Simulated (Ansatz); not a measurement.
C$_{3}$H$_{6}$ClFSi (`F/C(=C/Cl)C[SiH3]`) at its PBE0-D4/def2-TZVP geometry, where that method's forces vanish. The species carries charge 0 and has multiplicity 1.

```xyz
12

F     1.0146   -0.2583   -1.8126
C     0.6622   -0.6664   -0.5803
C     0.3926   -1.9568   -0.4284
Cl   -0.0816   -2.6238    1.0781
C     0.6040    0.4272    0.4057
Si   -0.9808    1.4546    0.2519
H     0.4571   -2.6535   -1.2514
H     1.4670    1.0851    0.2662
H     0.6463    0.0174    1.4165
H    -2.1553    0.5909    0.5299
H    -1.0943    2.0200   -1.1157
H    -0.9319    2.5636    1.2403
```

Problem. What forces (eV/Å) does r2SCAN-D4/def2-TZVPP give on these atoms in the Gaussian-basis code of Ansatz? (Estimate.)

Solution. Computed: 
```
F1   0.092  0.117 -0.343
C2  -0.038  0.127  0.315
C3  -0.001 -0.232 -0.182
Cl4 -0.055 -0.081  0.168
C5   0.024  0.056  0.044
Si6 -0.047  0.038  0.000
H7  -0.006 -0.004  0.013
H8   0.001  0.000  0.001
H9   0.007  0.001 -0.010
H10  0.026  0.017 -0.008
H11  0.005 -0.017  0.026
H12 -0.006 -0.022 -0.024
```
